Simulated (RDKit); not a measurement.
Job for RDKit: UFF on C2H6OSi (a complex), monomers drawn apart or pushed together.

```python
from rdkit import Chem
from rdkit.Chem import AllChem, rdDetermineBonds

blocks = [
'''2

C     0.50698490   -0.51613621    0.12668208
O     1.02715108    0.04598754   -0.69681526
''',
'''8

C    -0.70670691   -1.11404504    3.36983511
Si    0.15931830    0.53641959    3.17291375
H    -0.71084831   -1.65860079    2.42472640
H    -1.74128815   -0.97442176    3.68850343
H    -0.20354155   -1.73018753    4.11722639
H     1.56600294    0.34645933    2.74123276
H     0.16646621    1.28139455    4.45634013
H    -0.52429920    1.37352531    2.15650835
''',
]
mol = None
for b in blocks:
    f = Chem.MolFromXYZBlock(b)
    rdDetermineBonds.DetermineBonds(f, charge=0)
    mol = f if mol is None else Chem.CombineMols(mol, f)
Chem.SanitizeMol(mol)
print(Chem.MolToSmiles(Chem.RemoveHs(mol)))
ff = AllChem.UFFGetMoleculeForceField(mol, vdwThresh=100.0, ignoreInterfragInteractions=False)
e = ff.CalcEnergy()
print(f'UFF energy {e:.6f} kcal/mol')
```

It printed:

```
C[SiH3].[C-]#[O+]
UFF energy 1.564524 kcal/mol
```

The run finished.

Cost: about 0.010 core-seconds (a rough figure).
